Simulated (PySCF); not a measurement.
C2Cl3, SMILES Cl[C]=C(Cl)Cl, multiplicity 2.

Geometry optimised at PBE-D3(BJ)/def2-SVP. The isomer is the one that the SMILES or the coordinates give; other isomers of the formula were not compared.

Calculation: PySCF with PBE-D3(BJ)/def2-SVP.

Frequencies are harmonic and unscaled.

Computed normal modes with their intensities:
```csv
mode,ν (cm⁻¹),IR (km/mol),moving atoms (share of kinetic energy)
1,122,1.2,"Cl 90 %, C 10 %"
2,183,2.3,"C 78 %, Cl 22 %"
3,255,0.1,"Cl 89 %, C 11 %"
4,378,1.1,"Cl 84 %, C 16 %"
5,422,0.1,C 96 %
6,577,4.8,"C 62 %, Cl 38 %"
7,819,139.8,"C 85 %, Cl 15 %"
8,859,161.9,"C 77 %, Cl 23 %"
9,1664,9.4,C 99 %
```
